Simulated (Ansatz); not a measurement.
Basis-set extrapolation for CH₇Al₂NSi (PBE0-D4/def2-TZVP geometry, frozen core, Ansatz). Multiplicity 1, RHF reference.

```
                      def2-TZVPP   def2-QZVPP
                 HF  -869.228298  -869.255228
    MP2 correlation    -0.653696    -0.698764
CCSD(T) correlation    -0.743569      not run
```

Energies in hartree. Use E(X) = E(∞) + A·exp(−7.88·√X) for Hartree–Fock and E(X) = E(∞) + B·X^(−2.97) for correlation, with X = 3 and 4, and add CCSD(T) minus MP2 of the smaller set to the MP2 limit.

**Question.** What is the CCSD(T) energy at the basis-set limit?

**Answer.** HF limit: -869.255228 + (-0.026930) × 0.13774 = -869.25894. MP2 limit: -0.698764 + (-0.045068) × 0.74074 = -0.73215. Higher-order term: -0.743569 − (-0.653696) = -0.08987. Total: -870.08096 hartree, 286.4 kJ/mol below CCSD(T)/def2-TZVPP.
